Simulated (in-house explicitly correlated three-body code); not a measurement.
Computed with an exponentially correlated three-body code. Model: two electrons around a point charge, non-relativistic, variational in 260 exponentially correlated functions (energies converged to about 1e-7 hartree, or 1e-8 relative for large Z).

For two electrons in a singlet the Kohn-Sham orbital is the square root of half the density, so the exact Kohn-Sham potential and energy parts follow from the density alone, and exchange is minus half the Hartree energy. The Kohn-Sham level equals minus the binding energy of the second electron.

Command:
```bash
python run_hyl.py task.json out
```
Settings (lengths in bohr, energies in hartree):
```
Z                      2.7
interaction_strength   1
functions              260
states_tried           13
```

Cost of the run: 30 s on 1 thread of Intel(R) Xeon(R) Platinum 8488C (Sapphire Rapids) (shared host).

**Converged states only, values per electron or pair.**

Given: nuclear charge 2.7.

```
term  mean r (bohr)  mean r squared (bohr²)  mean inverse r (1/bohr)  mean r12 (bohr)  mean inverse r12 (1/bohr)  mean cosine  mean p1 dot p2 (bohr⁻²)  delta r1 (bohr⁻³)  delta r12 (bohr⁻³)
1 1S        0.64714                 0.57139                    2.388          0.97774                      1.381    -0.048311                  0.24976             4.8694             0.35739
2 3S              ?                       ?                        ?                ?                          ?            ?                        ?                  ?                   -
2 1S         1.8972                  6.3138                   1.5723           3.2998                    0.40776    -0.014958                 0.018019              3.276            0.039865
2 3P         1.6449                  4.7276                   1.5728           2.8305                    0.43783    -0.050944                 -0.21577             3.0879                   -
2 1P         1.7744                  5.5689                   1.5594           3.0469                    0.41771    0.0058783                  0.17204             3.1387            0.005445
3 3S         3.7296                  27.274                   1.4529           6.9355                    0.18493   -0.0039496                0.0039151             3.1792                   -
3 1S              ?                       ?                        ?                ?                          ?            ?                        ?                  ?                   ?
3 3P         3.7995                  28.841                   1.4474           7.0795                    0.19219    -0.013827                -0.056684             3.1205                   -
3 1P         3.9916                  31.967                   1.4436           7.4523                    0.18706    0.0017741                 0.051505             3.1342           0.0018541
4 3S          6.639                  91.256                   1.4066           12.739                    0.10494   -0.0016236                 0.001576             3.1513                   -
4 1S          7.037                  103.01                   1.4043           13.533                    0.10475   -0.0019529                0.0021593             3.1492           0.0048189
4 3P         6.8359                  97.852                   1.4044           13.135                    0.10758   -0.0056249                -0.022774             3.1277                   -
4 1P         7.0918                  105.51                   1.4028           13.642                    0.10553   0.00074323                 0.021742             3.1333          0.00081787
```

Task: What belongs in the row 2 3S?

Result: mean r (bohr): 1.7026; mean r squared (bohr²): 4.9413; mean inverse r (1/bohr): 1.5929; mean r12 (bohr): 2.9294; mean inverse r12 (1/bohr): 0.40456; mean cosine: -0.013577; mean p1 dot p2 (bohr⁻²): 0.014462; delta r1 (bohr⁻³): 3.3083.

Task: What belongs in the row 3 1S?

Result: mean r (bohr): 4.0251; mean r squared (bohr²): 32.102; mean inverse r (1/bohr): 1.4473; mean r12 (bohr): 7.5216; mean inverse r12 (1/bohr): 0.18491; mean cosine: -0.0046102; mean p1 dot p2 (bohr⁻²): 0.0051992; delta r1 (bohr⁻³): 3.1729; delta r12 (bohr⁻³): 0.011584.

**Electric-dipole lines between converged S and P states, rate of the upper state's decay.**

| s state | p state | p minus s (eV) | oscillator strength from s | rate (1/s) |
| --- | --- | --- | --- | --- |
| 1 1S | 2 1P | 47.772 | 0.41513 | 1.3703e+10 |
| 1 1S | 3 1P | 53.145 | 0.10278 | 4.1989e+09 |
| 1 1S | 4 1P | ? | ? | ? |
| 2 1S | 2 1P | 1.0814 | 0.2444 | 4.1339e+06 |
| 2 1S | 3 1P | 6.4548 | 0.23441 | 1.4126e+08 |
| 2 1S | 4 1P | 8.3433 | 0.068098 | 6.8564e+07 |
| 3 1S | 2 1P | -5.0668 | -0.10372 | 1.1555e+08 |
| 3 1S | 3 1P | 0.30656 | 0.41454 | 563480 |
| 3 1S | 4 1P | 2.195 | 0.23861 | 1.6629e+07 |
| 4 1S | 2 1P | -7.1347 | -0.020129 | 4.4462e+07 |
| 4 1S | 3 1P | -1.7613 | -0.22371 | 3.0113e+07 |
| 4 1S | 4 1P | 0.12716 | 0.57204 | 133800 |
| 2 3S | 2 3P | 1.9324 | 0.35461 | 1.9153e+07 |
| 2 3S | 3 3P | 7.8014 | 0.15807 | 1.3915e+08 |
| 2 3S | 4 3P | 9.8138 | 0.050777 | 7.0734e+07 |
| 3 3S | 2 3P | -5.3695 | -0.13286 | 1.6621e+08 |
| 3 3S | 3 3P | 0.49953 | 0.58983 | 2.1288e+06 |
| 3 3S | 4 3P | 2.5119 | 0.15331 | 1.3991e+07 |
| 4 3S | 2 3P | -7.6817 | -0.023569 | 6.0349e+07 |
| 4 3S | 3 3P | ? | ? | ? |
| 4 3S | 4 3P | 0.1997 | 0.80845 | 466330 |

Task: What belongs in the row 1 1S 4 1P?

Result: p minus s (eV): 55.034; oscillator strength from s: 0.040853; rate (1/s): 1.7896e+09.

Task: What belongs in the row 4 3S 3 3P?

Result: p minus s (eV): -1.8127; oscillator strength from s: -0.28656; rate (1/s): 4.0857e+07.

**Functionals on the exact density and self-consistent, errors are functional minus exact, hybrids only self-consistent, a dash where a self-consistent run leaves the top level unbound.**

```
  result  exchange error (millihartree)  correlation error (millihartree)  functional driven error (millihartree)  density driven error (millihartree)  self consistent total error (millihartree)  top level plus exact binding (eV)
   HSE06                              -                                 -                                       -                                    -                                      12.812                             10.126
    PW91                              ?                                 ?                                       ?                                    ?                                           ?                                  ?
    SCAN                        -4.7159                            3.4096                                 -1.3063                             -0.28591                                     -1.5922                             12.029
    RPBE                              ?                                 ?                                       ?                                    ?                                           ?                                  ?
    BLYP                         4.1934                           -3.5994                                 0.59396                              -1.4547                                    -0.86071                             13.052
LDA VWN5                         204.05                            -86.21                                  117.84                              -1.9665                                      115.87                             13.941
  r2SCAN                        -4.7159                            3.4096                                 -1.3063                             -0.28591                                     -1.5922                             12.029
     PBE                         21.385                          -0.91557                                  20.469                              -1.0884                                      19.381                             13.315
LDA PW92                         204.05                           -85.621                                  118.43                              -1.9783                                      116.45                             13.949
    PBE0                              -                                 -                                       -                                    -                                      14.675                             9.7237
    AM05                         156.86                            -69.05                                  87.811                              -1.3284                                      86.482                             13.963
    BP86                         4.1934                           -1.4963                                  2.6972                             -0.71022                                      1.9869                             13.177
   wB97X                              -                                 -                                       -                                    -                                     -3.8895                             7.3331
    TPSS                        -4.3431                           -1.9044                                 -6.2475                             -0.28571                                     -6.5332                             12.417
```

Task: What belongs in the row PW91?

Result: exchange error (millihartree): 16.932; correlation error (millihartree): -6.2083; functional driven error (millihartree): 10.724; density driven error (millihartree): -1.1274; self consistent total error (millihartree): 9.5963; top level plus exact binding (eV): 13.151.

Task: What belongs in the row RPBE?

Result: exchange error (millihartree): -3.6122; correlation error (millihartree): -0.91557; functional driven error (millihartree): -4.5278; density driven error (millihartree): -1.1843; self consistent total error (millihartree): -5.7121; top level plus exact binding (eV): 13.198.

**Density and exact potentials over r, pair density (one pair, times 4 pi r12^2) and exact minus Kohn-Sham pair density over r12.**

```csv
radius (bohr),radial density (electrons/bohr),exchange potential (hartree),intracule density (1/bohr),Coulomb hole against Kohn-Sham (1/bohr),correlation potential (hartree)
0.0799,0.50933,-2.3352,0.030066,-0.01216,-0.042
0.0932,0.64584,-2.3186,0.04099,-0.01592,-0.039
0.109,0.81265,-2.2968,0.056085,-0.02078,-0.034
0.127,1.0035,-2.2696,0.075973,-0.02665,-0.029
0.148,?,?,?,?,?
0.172,1.4553,-2.1934,0.13706,-0.04186,-0.016
0.2,1.7023,-2.1419,0.18207,-0.0509,-0.008
0.234,1.9569,-2.0767,0.24229,-0.06068,0
0.272,2.179,-2.0022,0.31462,-0.06937,0.008
0.318,2.362,-1.9117,0.40567,-0.07609,0.015
0.37,2.4676,-1.8109,0.50804,-0.07835,0.021
0.431,2.4798,-1.6973,0.62036,-0.07424,0.025
0.503,?,?,?,?,?
0.586,2.1724,-1.439,0.83001,-0.04151,0.025
0.683,1.8683,-1.3015,0.89198,-0.01521,0.022
0.796,1.5019,-1.1634,0.90006,0.01191,0.017
0.928,1.1163,-1.0284,0.84166,0.03333,0.013
1.08,0.76195,-0.90182,0.72015,0.0434,0.008
1.26,0.46549,-0.7831,0.5514,0.04085,0.005
1.47,0.25154,-0.67618,0.37088,0.02918,0.003
1.71,0.11968,-0.58338,0.21667,0.0156,0.002
2,0.046813,-0.4996,0.10349,0.005219,0.001
```

Task: What belongs in the row 0.148?

Result: radial density (electrons/bohr): 1.221; exchange potential (hartree): -2.2353; intracule density (1/bohr): 0.10258; Coulomb hole against Kohn-Sham (1/bohr): -0.03374; correlation potential (hartree): -0.022.

Task: What belongs in the row 0.503?

Result: radial density (electrons/bohr): 2.381; exchange potential (hartree): -1.5715; intracule density (1/bohr): 0.73361; Coulomb hole against Kohn-Sham (1/bohr): -0.0619; correlation potential (hartree): 0.026.

The density-driven part is never positive, since each functional's own density lowers its energy. Here it is small beside the functional-driven part (median ratio 0.11), the normal case.
